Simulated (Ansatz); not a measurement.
System: CHO3, charge 0, multiplicity 2. It need not be the lowest isomer of its formula. SMILES: O=C([O])O
Structure (B3LYP-D3(BJ)/def2-TZVP (Ansatz, a first-principles code) minimum search):
```xyz
5

O     -1.0840    -0.6888    -0.1439
C     -0.0537     0.0100     0.0045
O     -0.2440     1.1966     0.3229
O      1.1404    -0.5328    -0.1791
H      1.8229     0.1396    -0.0258
```
Charge 0, spin multiplicity 2.

Parts of the frozen-core correlation energy in STO-3G (Ansatz, hartree). Frozen orbitals: 4; correlated occupied orbitals by spin: 12 and 11; virtual: 5 and 6. Open shells are spin-unrestricted. Spin-orbit coupling is left out. No relativistic terms. The program attaches cautions to this run: large difference.

```csv
term,value
reference (HF),-259.43964
MP2 opposite-spin,[?]
MP2 same-spin,[?]
CCSD correlation,-0.19806
(T),[?]
T1 diagnostic,0.060
largest doubles amplitude,0.131
<S^2> of the reference,0.813
```

Question: Fill in the missing entries.

Answer: 
- MP2 opposite-spin, value: -0.12421
- MP2 same-spin, value: -0.03606
- (T), value: -0.01234
